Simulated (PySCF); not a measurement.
Computed IR spectrum (relative IR intensity) of a molecule C3H7NSi. Geometry optimised at PBE-D3(BJ)/def2-SVP. Other conformers were not sampled. These are PBE-D3(BJ)/def2-SVP (PySCF 2.14.0) values and carry that method's errors. Frequencies are harmonic and unscaled.

Lines under 2 % of the strongest are left out, and lines within 2 cm⁻¹ are merged.

| ν (cm⁻¹) | relative intensity |
|---|---|
| 208 | 9.5 |
| 253 | 32 |
| 585 | 16 |
| 683 | 11 |
| 701 | 7.2 |
| 786 | 19 |
| 846 | 6.0 |
| 863 | 13 |
| 886 | 31 |
| 905 | 100 |
| 945 | 48 |
| 995 | 4.4 |
| 1182 | 14 |
| 1324 | 99 |
| 1355 | 20 |
| 1453 | 30 |
| 2015 | 22 |
| 2156 | 64 |
| 2161 | 30 |
| 2184 | 57 |
| 3011 | 16 |
| 3070 | 3.6 |
| 3084 | 3.5 |
| 3569 | 26 |

### Question
Which molecule gave these data?
(A) C=C=CN[SiH3]
(B) C=C=C(N)[SiH3]
(C) CN1C=C[SiH2]1
(D) C1=NCC[SiH2]1

### Answer
A, C=C=CN[SiH3]
